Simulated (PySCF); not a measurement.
C₆H₁₁NSi₂.
Numbering: `[N:1]#[C:2]/[CH:3]=[CH:4]/[CH2:5][SiH2:6]/[CH:7]=[CH:8]/[SiH3:9]` (hydrogens: H10 on C3; H11 on C4; H12, H13 on C5; H14, H15 on Si6; H16 on C7; H17 on C8; H18, H19, H20 on Si9)

Structure used (PBE0-D3(BJ)/def2-SVP), in Å, numbered top down from 1:
```xyz
20
C6H11NSi2 angstrom
N     -2.0505    3.5399    0.0595
C     -1.9487    2.3927    0.2031
C     -1.8116    0.9883    0.3944
C     -2.0184    0.0962   -0.5930
C     -1.8074   -1.3628   -0.4703
Si    -0.0568   -1.8241   -1.0931
C      1.1974   -1.0597    0.0645
C      1.6360    0.2054   -0.0744
Si     2.7814    1.0649    1.1375
H     -1.5152    0.6608    1.3963
H     -2.3019    0.4781   -1.5807
H     -2.5393   -1.9287   -1.0687
H     -1.8830   -1.7003    0.5759
H      0.1123   -1.2703   -2.4708
H      0.0605   -3.3135   -1.1223
H      1.5368   -1.6423    0.9338
H      1.2936    0.7865   -0.9439
H      2.1011    2.2560    1.7320
H      4.0224    1.5360    0.4496
H      3.1428    0.1018    2.2215
```

All values: PBE0/pcSseg-1 (PySCF, non-relativistic), on one gas-phase PBE0-D3(BJ)/def2-SVP geometry that isn't relaxed in the solvent. The solvent is an IEF-PCM continuum (van der Waals radii × 1.2). The model holds no explicit solvent molecules, cavitation or dispersion.

| run | E − E(gas) (kcal/mol) | HOMO (eV) | HOMO–LUMO gap (eV) | dipole (D) |
| --- | --- | --- | --- | --- |
| gas | 0.00 | -7.61 | 6.13 | 4.74 |
| P | -7.61 | -7.46 | 6.14 | 6.50 |
| Q | -7.26 | -7.46 | 6.14 | 6.42 |

Problem. The runs were made in acetone and dimethylsulfoxide. Which run belongs to which solvent?

Solution. P = dimethylsulfoxide, Q = acetone. The dielectric constants are 20.49 (acetone), 46.83 (dimethylsulfoxide), and the energy falls further as ε rises. In this model the ground state sees the solvent through ε alone.

Problem. How constant is the ratio of the lowering to (ε − 1)/(2ε + 1)?

Solution. 
```tsv
solvent	(ε − 1)/(2ε + 1)	E − E(gas) (kcal/mol)	ratio (kcal/mol)	polarisation term (kcal/mol)
acetone	0.464	-7.26	-15.6	-9.04
dimethylsulfoxide	0.484	-7.61	-15.7	-9.57
```

The ratio changes by +0.4 % in size from acetone to dimethylsulfoxide. The polarisation term is half the interaction of the solute with the induced surface charges.

On one thread of an Arm Neoverse V1, no GPU, on a shared host, this took 44 s and 1.3 GiB of memory at its peak. This is the whole shielding run at PBE0/pcSseg-1 in dimethylsulfoxide, SCF included.
